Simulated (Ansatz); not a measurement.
[WS4]2- (WS4²⁻). Charge -2, multiplicity 1. Geometry relaxed at PBE0-D4/def2-SVPD.

```xyz
5

W     0.0000    0.0001    0.0000
S     0.7751   -0.7951   -1.9206
S     1.1807    1.7823    0.5933
S     0.1742   -1.5588    1.5692
S    -2.1301    0.5715   -0.2419
```

In the def2 sets W takes a core potential; there is no spin–orbit coupling. A multiply charged anion in the gas phase is held together partly by the finite basis. Removing one electron lowers the energy by 0.33 eV at PBE0-D4/def2-TZVPD, so it isn't bound.

(1) Estimate the harmonic wavenumbers at RKS PBE0-D4/def2-SVPD (Ansatz, unscaled). Is this a minimum?

Answers

(1) 162, 162, 163, 163, 163, 447, 447, 447, 468 cm⁻¹. Yes, no mode is imaginary beyond noise. Zero-point energy 15.7 kJ/mol. Hardware: 2 threads of Intel Xeon Platinum 8375C on a shared host. Wall time 1.9 min.
